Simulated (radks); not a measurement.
Results of a calculation; reference values are marked as such.
The nuclear charge of the argon ion Ar+ is varied continuously with 17 electrons held in [Ne] 3s2 3p5. Code: a radial shooting solver on a logarithmic mesh with Libxc functionals. Model: non-relativistic Kohn-Sham, PBEsol, spin-unpolarised, spherical densities, point nucleus. By the Hellmann-Feynman theorem dE/dZ = E(electron-nucleus)/Z, the electronic potential at the nucleus.

Z = 17.6: E (hartree) -498.74063; E(electron-nucleus)/Z (hartree) -67.2264; HOMO 3p; e(HOMO) (eV) -16.234; <r> HOMO (bohr) 1.655
Z = 17.8: E (hartree) -512.28253; E(electron-nucleus)/Z (hartree) -68.1923; HOMO 3p; e(HOMO) (eV) -19.086; <r> HOMO (bohr) 1.602
Z = 18: E (hartree) -526.01752; E(electron-nucleus)/Z (hartree) -69.1575; HOMO 3p; e(HOMO) (eV) -22.082; <r> HOMO (bohr) 1.553
Z = 18.2: E (hartree) -539.94546; E(electron-nucleus)/Z (hartree) -70.1219; HOMO 3p; e(HOMO) (eV) -25.219; <r> HOMO (bohr) 1.508
Z = 18.4: E (hartree) -554.06623; E(electron-nucleus)/Z (hartree) -71.0857; HOMO 3p; e(HOMO) (eV) -28.495; <r> HOMO (bohr) 1.466
Z = 18.6: E (hartree) -568.37969; E(electron-nucleus)/Z (hartree) -72.0489; HOMO 3p; e(HOMO) (eV) -31.910; <r> HOMO (bohr) 1.427
Z = 18.8: E (hartree) -582.88576; E(electron-nucleus)/Z (hartree) -73.0116; HOMO 3p; e(HOMO) (eV) -35.460; <r> HOMO (bohr) 1.390
Z = 19: E (hartree) -597.58432; E(electron-nucleus)/Z (hartree) -73.9739; HOMO 3p; e(HOMO) (eV) -39.146; <r> HOMO (bohr) 1.355

The central difference of E at Z = 18 is -69.157 hartree, to compare with the third column; the second derivative is -4.82 hartree.
